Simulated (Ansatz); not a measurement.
`C/C(N)=C\[SiH3]` → `N/C=C/[SiH3]` + `[CH2]` (triplet) at 500 K and 1 bar (formal loss of a carbene).

Program: Ansatz. Geometries: PBE0-D4/def2-TZVP. ΔE: electronic, gas phase. CCSD(T)/CBS adds triple-zeta CCSD(T) − MP2 to the extrapolated MP2 energy (def2 sets, frozen cores). This one scheme is used for every species. Double bonds are as drawn, so ΔE can hold a change between cis and trans. Triplets are unrestricted, without spin–orbit coupling. One conformer a species, not always the lowest.

```json
{"species": "`C/C(N)=C\\[SiH3]`", "CCSD(T)/CBS energy (Eh)": "-463.33913", "H − E (kJ/mol)": "347.5", "S (J/(mol·K))": "440.6"}
{"species": "`N/C=C/[SiH3]`", "CCSD(T)/CBS energy (Eh)": "-424.07389", "H − E (kJ/mol)": "264.8", "S (J/(mol·K))": "376.0"}
{"species": "`[CH2]` (triplet)", "CCSD(T)/CBS energy (Eh)": "-39.09499", "H − E (kJ/mol)": "62.7", "S (J/(mol·K))": "213.9"}
```

H − E and S are ideal-gas, rigid-rotor, harmonic terms from PBE0-D4/def2-TZVP, for one conformer and one mirror image of each species, with the whole ground term of open shells counted as degenerate. 1 Eh = 2625.50 kJ/mol, R = 8.31446 J/(mol·K).

**Question.** By hand: ΔE, ΔH, ΔS and ΔG.

**Answer.** ΔE = (-424.07389) + (-39.09499) − (-463.33913) = 0.17025 Eh = 447.0 kJ/mol. Δ(H − E) = 264.8 + 62.7 − 347.5 = -20.0, so ΔH = 427.0 kJ/mol. ΔS = 376.0 + 213.9 − 440.6 = 149.3 J/(mol·K). ΔG = 427.0 − 500 × (149.3)/1000 = 352.4 kJ/mol.

**Question.** By hand: the equilibrium constant, and the temperature at which ΔG would vanish if ΔH and ΔS stayed fixed.

**Answer.** log₁₀ K = −ΔG/(RT ln 10) = -36.8. ΔG = 0 at ΔH/ΔS = 2860 K, far beyond where these terms or the molecules hold.

The number of gas molecules changes by +1, which sets the sign of ΔS. A doubt of 5 kJ/mol in ΔE shifts log₁₀ K by 0.5 here. Other conformers and mirror images would add mixing entropy, several J/(mol·K) or more a flexible species. Modes under 60 cm⁻¹, often nearly free rotors, make the harmonic entropy too high. A triplet takes part, so the spin changes. These are equilibria of isolated gas molecules and say nothing of rates. Largest T1 diagnostic: 0.012 (customary marks: 0.02 for closed shells, 0.045 for open ones).
